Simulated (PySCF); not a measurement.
**A ladder of Hamiltonians for Er⁵⁶⁺ (erbium, charge +56)**

Occupied: 1s1/2, 2s1/2, 2p1/2, 2p3/2, 3s1/2. Hartree-Fock calculated with PySCF 2.14 in an uncontracted even-tempered set (17 s from 7.2 bohr⁻², ratio 2.7; 13 p from 8.7 bohr⁻², ratio 2.7), Gaussian nucleus throughout. NR is non-relativistic, sf-X2C the spin-free one-electron X2C Hamiltonian, X2C adds the bare one-electron spin-orbit term, X2C-SNSO screens it by Boettger's factors, DC is four-component Dirac-Coulomb, and the Gaunt and Breit terms are added at first order (total energies over the DC spinors, levels after relaxing the spinors in that mean field). QED terms are absent. Levels marked empty are virtual spinors of this ion; the basis has s and p functions only, so 3d, which can lie below the n = 4 levels, is absent.

```tsv
level (eV)	NR	sf-X2C	X2C	X2C-SNSO
1s1/2	-58273.5	-62224.2	-62213.8	-62214.4
2s1/2	-12901.1	-14018.9	-14016.4	-14016.6
2p1/2	-12537.1	-12908.8	-13603.9	-13580.4
2p3/2	-12537.1	-12908.8	-12621.3	-12629.4
3s1/2	-5346.5	-5695.4	-5695.0	-5695.0
3p1/2 (empty)	-5135.6	-5282.5	-5462.7	-5456.6
3p3/2 (empty)	-5135.6	-5282.5	-5207.1	-5209.2
4s1/2 (empty)	-2861.3	-2999.4	-2999.3	-2999.3
```

Problem. Where do the four-component calculations put these levels?

Solution. 1s1/2: DC -62281.9, DC+Gaunt -62100.9, DC+Breit -62112.9; 2s1/2: DC -14025.7, DC+Gaunt -14006.3, DC+Breit -14007.7; 2p1/2: DC -13586.0, DC+Gaunt -13552.2, DC+Breit -13555.6; 2p3/2: DC -12635.9, DC+Gaunt -12612.9, DC+Breit -12616.3; 3s1/2: DC -5697.2, DC+Gaunt -5692.0, DC+Breit -5692.6; 3p1/2 (empty): DC -5458.1, DC+Gaunt -5449.5, DC+Breit -5450.7; 3p3/2 (empty): DC -5210.6, DC+Gaunt -5204.8, DC+Breit -5206.0; 4s1/2 (empty): DC -3000.1, DC+Gaunt -2998.2, DC+Breit -2998.5 (eV).

```json
{"Hamiltonian": "NR", "E (hartree)": "-9063.5367", "E − E(DC) (hartree)": "546.9980", "CPU seconds": "0.37"}
{"Hamiltonian": "sf-X2C", "E (hartree)": "-9597.7798", "E − E(DC) (hartree)": "12.7549", "CPU seconds": "0.22"}
{"Hamiltonian": "X2C", "E (hartree)": "-9607.0393", "E − E(DC) (hartree)": "3.4954", "CPU seconds": "0.22"}
{"Hamiltonian": "X2C-SNSO", "E (hartree)": "-9606.4690", "E − E(DC) (hartree)": "4.0658", "CPU seconds": "0.22"}
{"Hamiltonian": "DC", "E (hartree)": "-9610.5347", "E − E(DC) (hartree)": "0.0000", "CPU seconds": "17"}
{"Hamiltonian": "DC+Gaunt", "E (hartree)": "-9599.3862", "E − E(DC) (hartree)": "11.1485", "CPU seconds": "28"}
{"Hamiltonian": "DC+Breit", "E (hartree)": "-9600.3695", "E − E(DC) (hartree)": "10.1653", "CPU seconds": "88"}
```

Weight of the small component: 1s1/2 0.0649, 2s1/2 0.0150, 2p1/2 0.0148, 2p3/2 0.0137, 3s1/2 0.00578, 3p1/2 0.00569, 3p3/2 0.00540, 4s1/2 0.00277.

Koopmans' value for the highest occupied level at DC+Breit: 5692.6 eV, against an ionisation energy of 5695 ± 5 eV (theoretical estimate listed by NIST; NIST Atomic Spectra Database, ionization energies); the former lacks relaxation, correlation, QED and recoil.

The whole ladder took 140 s of wall time on 1 thread of Intel(R) Xeon(R) Platinum 8259CL CPU @ 2.50GHz (shared host), launched as `OMP_NUM_THREADS=1 python relrun2.py TASK.json OUT` (a driver that calls PySCF for each Hamiltonian).

Dirac-Coulomb iterations, started from the X2C spinors:

```
with_ssss True, with_gaunt False, with_breit False
light speed = 137.03599967994
init E= -9553.64510980123
cycle= 1 E= -9610.53329209983  delta_E= -56.9  |g|= 2.54  |ddm|= 0.186
cycle= 2 E= -9610.53471777215  delta_E= -0.00143  |g|= 0.0317  |ddm|= 0.0122
cycle= 3 E= -9610.5347191672  delta_E= -1.4e-06  |g|= 0.000977  |ddm|= 0.00058
cycle= 4 E= -9610.53471916861  delta_E= -1.41e-09  |g|= 4.49e-06  |ddm|= 1.47e-05
```
